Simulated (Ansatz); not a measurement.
Isolated molecules relaxed with PBE0-D4/def2-TZVP in Ansatz; ΔE leaves out vibrations. CCSD(T)/CBS adds triple-zeta CCSD(T) − MP2 to the extrapolated MP2 energy (def2 sets, frozen cores). This one scheme is used for every species. def2 core potentials past Kr. For Sb outer-core shells are correlated without core-valence functions, which leaves a few kJ/mol of doubt a bond. Each species was taken in one conformer, which may not be the lowest.

`C[CH2][SbH][OH]` + H₂O → `[OH][SbH][OH]` + `CC`  (formal hydrolysis of the Sb–C bond)

```
          species  HF/CBS(def2) energy (Eh)
`C[CH2][SbH][OH]`                -394.00800
              H₂O                 -76.06721
  `[OH][SbH][OH]`                -390.83156
             `CC`                 -79.26645
```

Work out ΔE.

ΔE = (-390.83156) + (-79.26645) − (-394.00800) − (-76.06721) = -0.02280 Eh = -14.3 kcal/mol. CCSD(T)/CBS gives -9.9 kcal/mol.

Largest T1 diagnostic among the species: 0.015.

From PBE to PBE0 (25 % exact exchange), in def2-TZVPP and without D4, ΔE moves by +1.6 kcal/mol. In def2-TZVPP, CCSD(T) changes the Hartree–Fock value by +4.0 kcal/mol (the triples alone add +0.2 kcal/mol) and MP2 by +4.5 kcal/mol.
